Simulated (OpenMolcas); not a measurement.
Tm2+ with 6 ligands (water) in octahedral coordination (Th) at 2.39 Å. Ligand basis ANO-RCC-VDZP.

- Program: OpenMolcas 26.06
- Method: SS-CASPT2, IPEA 0.25 Eh, imaginary shift 0.1 Eh (closed shells correlated: 5s 5p and the ligand valence shells)
- Basis: ANO-RCC-VTZP [8s7p5d3f2g1h]
- Scalar Hamiltonian: DKH2, point nucleus
- Active space: 13 electrons in 7 orbitals (4f)
- State averaging: 2S+1 = 2 odd, 7 roots
- Spin-orbit coupling: state interaction with AMFI integrals over the reference wave functions

Problem. What is the spin-free ground state (labels of O, taken over from Oh, the nearest higher group)?

Solution. 2T1, 3-fold in its orbital part; it has the highest spin that f13 allows.

Problem. Where is the first state of the same spin?

Solution. 2T2 at 452 cm-1 above the ground state.

Problem. What are the lowest two levels with spin-orbit coupling?

Solution. A 2-fold level Γ6 with g = 2.63, 2.63, 2.63, then a 4-fold level Γ8 280 cm-1 above it. Their leading multiplicities are 2 (100 %) and 2 (100 %).

Problem. What is χT at 300 K, and how does it compare with the textbook value?

Solution. Hund's rules give f13 the level 2F7/2 with g = 1.143, so an isolated free-ion multiplet has χT = g² J(J+1) / 8 = 2.571 cm3 K/mol. The computed 2.337 at 300 K differs by -9 %, through the field's splitting, the mixing of terms and any other multiplet in reach.

Over all roots computed the reference weight is 0.65; a low but even weight reflects the number of correlated electrons. Splittings of an f shell from a small cluster at a set distance can be off by tens of per cent, mostly too small. No measured value stands beside these numbers; the geometry is a model, was not optimised and need not be the one that this ion takes.
